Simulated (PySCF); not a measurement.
Geometries of 2 isomers of C4H5FSi, from PySCF, PBE0-D3(BJ)/def2-SVP geometry optimisation, gas phase. One conformer each, no zero-point energy, no frequencies.

Task: Which isomer lies lower at this level?
A.
```xyz
11
angstrom
F     -2.348    1.537   -0.382
C     -1.237    0.835   -0.194
C     -0.048    1.388    0.107
C      1.053    0.419    0.270
C      0.788   -0.897    0.111
Si    -1.028   -1.047   -0.294
H      0.104    2.465    0.223
H      2.052    0.796    0.516
H      1.557   -1.664    0.218
H     -1.852   -1.770    0.720
H     -1.340   -1.586   -1.651
```
B.
```xyz
11
angstrom
F      2.619    0.132   -0.078
C      1.299   -0.012   -0.036
C      0.661   -1.194    0.013
Si    -1.155   -0.771    0.049
C     -0.827    1.080   -0.008
C      0.510    1.238   -0.047
H      1.194   -2.145    0.026
H     -1.861   -1.207    1.292
H     -1.923   -1.270   -1.132
H     -1.516    1.927   -0.011
H      1.037    2.196   -0.086
```

Result: B. That is `FC1=C[SiH2]C=C1`, 6.8 kcal/mol below the other.

```
         SMILES                   atoms numbered as above      E (Eh)  relative (kcal/mol)  relative (kJ/mol)  dipole (D)
FC1=C[SiH2]C=C1  [F:1][C:2]1=[CH:3][SiH2:4][CH:5]=[CH:6]1  -544.05071                  0.0                0.0        1.07
FC1=CC=C[SiH2]1  [F:1][C:2]1=[CH:3][CH:4]=[CH:5][SiH2:6]1  -544.03984                  6.8               28.5        1.29
```
